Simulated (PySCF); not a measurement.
# Does the structure fit the spectrum?

A compound C4H12O2Si gives the data below (simulated from a calculation) and was assigned the structure `CCCO[SiH2]OC`.

¹³C{¹H} NMR (computed): δ 60.8 (CH2, 2C), 20.6 (CH3, 2C).

¹H NMR (500 MHz, computed): δ 4.81 (s, 2H), 3.99 (q, 4H), 1.32 (t, 6H).

Theoretical values (PySCF 2.14.0 with density-fitted response routines): σ from GIAO-PBE0/pcSseg-1, geometry: GFN2-xTB. Non-relativistic Hamiltonian, isolated molecule, one computed conformer, one averaged value for each set of equivalent atoms.

Referencing at the same level of theory: ¹H, ¹³C vs TMS.

(1) Compare with the shifts computed for the proposed structure, pairing carbons in order of shift.

(2) Which isomer fits?

Answers

(1) Atom-mapped SMILES (the numbers label the heavy atoms): `[CH3:1][CH2:2][CH2:3][O:4][SiH2:5][O:6][CH3:7]`. Hydrogens are named by the atom that carries them.

| atom | computed for proposal | given list | difference |
| --- | --- | --- | --- |
| C3 | 69.1 | 60.8 | +8.3 |
| C7 | 50.3 | 60.8 | -10.5 |
| C2 | 29.9 | 20.6 | +9.3 |
| C1 | 13.1 | 20.6 | -7.5 |

The rms difference is 9.0 ppm and the largest -10.5 ppm at C7 (methyl carbon bonded to O). The proposal also would give 4 carbon signals, not 2. The carbon types in order of shift don't match either: CH2, CH3, CH2, CH3 for the proposal against CH2, CH2, CH3, CH3 in the data. The proposal doesn't fit.

(2) SMILES CCO[SiH2]OCC.

1. Carbon types of the structure: 2 × CH2, 2 × CH3, leaving 2 H on heteroatoms.
2. δC 60.8: sp3 CH2 bonded to O; the inductive effect lowers its shielding.
3. δC 20.6: methyl carbon; saturated and bonded to C and H only.
4. δH 3.99: hydrogen on an sp3 CH2 bonded to O; its carbon carries O, an electronegative neighbour.
5. δH 1.32: hydrogen on a methyl carbon.

Other isomers checked: CC(C)(C)O[SiH2]O (rms 17.5 ppm).

The shifts were computed for this structure.

Shifts are as computed. Against solution values, carbons near 30 ppm lie about +3 ppm off and those near 130 ppm about +5 ppm. Of 1211 compounds with measured shifts, 218 miss one by over three times the rms of a fit or turn the order of signals round; such compounds aren't used in these exercises. Multiplicities follow the n + 1 count of equivalent neighbours, as no J values were calculated; m marks all less simple cases, F and P coupling included.
